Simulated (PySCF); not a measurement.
Computed and published core binding energies of `[Cl][GeH3]`

Measured values to reproduce (core binding energies): Cl 2p3/2 of Cl1 205.50 eV [1]. Sources and the comparison follow the method.

Compound: ClGeH3.
Atom-mapped SMILES: `[Cl:1][GeH3:2]`

The calculation used delta-SCF UKS SCAN, pcX-2 on the ionised atom, pcseg-1 elsewhere, spin-free X2C in PySCF 2.14.0. Each binding energy is the total energy of the core-ionised species, with the hole localised on one atom, minus that of the ground state; both are solved self-consistently, so orbital relaxation is included.

```
atom            environment     level  this calculation (eV)  reference (eV)  difference (eV)  source
 Cl1  chlorine bonded to Ge  Cl 2p3/2                 205.74          205.50            +0.24     [1]
```

[1] measured, gas; Jolly, Perry, The calculation of atomic charges by an electronegativity equalization procedure, LBL-2565 (Inorg. Chem. 1974, 13, 2686) Note: scanned preprint of 1974; its energy scale lies about 0.1-0.2 eV below the 1984 compilation (compare Si(CH3)4 105.82 with 105.96).

Problem. How far is it from the measured entries?

Solution. The one measured value differs by +0.24 eV, too little evidence for a typical error. The calculation is vertical and has no vibrational structure, and measured positions depend on the energy calibration.

Problem. What does the calculation give for the levels without a reference value here?

Solution. Cl1 Cl 1s 2828.35 eV.

Spin–orbit and ligand-field terms were added within each 2p shell after the spin-free SCF. 2p1/2 minus 2p3/2 (ligand field included): Cl 1.65 eV. No level of germanium is listed. Isolated species at its PBE0-D3(BJ)/def2-SVP geometry, gas phase.

The run took 1.8 s on an AMD EPYC 9R45 with one thread (shared host), and the process peaked at 0.36 GiB of memory.
